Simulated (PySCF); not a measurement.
difluoromethane (CH₂F₂), singlet, geometry from GFN2-xTB, atoms displaced at random by about 0.05 Å a coordinate. Base run: PBE/6-31G (PySCF).

Input for PySCF:
```python
from pyscf import gto, scf, dft
from pyscf.geomopt import geometric_solver

mol = gto.M(
    atom='''
C     0.01594911    0.01139766    0.50792797
F    -0.11766399    1.05507509   -0.32264666
F    -0.02674258   -1.01385777   -0.24372558
H    -0.90018519    0.02729684    1.07906331
H     1.10330465   -0.00747519    1.06226780
''',
    basis='6-31g',
    verbose=3,
)

def method(m):
    mf = dft.RKS(m)
    mf.xc = 'pbe'
    return mf

conv, mol_eq = geometric_solver.kernel(method(mol), maxsteps=100)
print('optimisation converged:', conv)
print(mol_eq.tostring(format='xyz'))
mf = method(mol_eq)
mf.kernel()
```

Variants of this job, named by their change:

```
change                       ΔE vs base (kJ/mol)  optimiser steps  core-seconds (rough)
---------------------------  -------------------  ---------------  --------------------
base                                        0.00               10                    20
coordsys = cart                             0.02               11                    20
convergence_set = GAU_LOOSE                 0.01                7                     9
convergence_set = GAU_TIGHT                -0.02               18                    20
coordsys = dlc                              0.02                8                    10
trust = 0.5                                 0.00                9                    10
trust = 0.02                               -0.02               14                    20
```
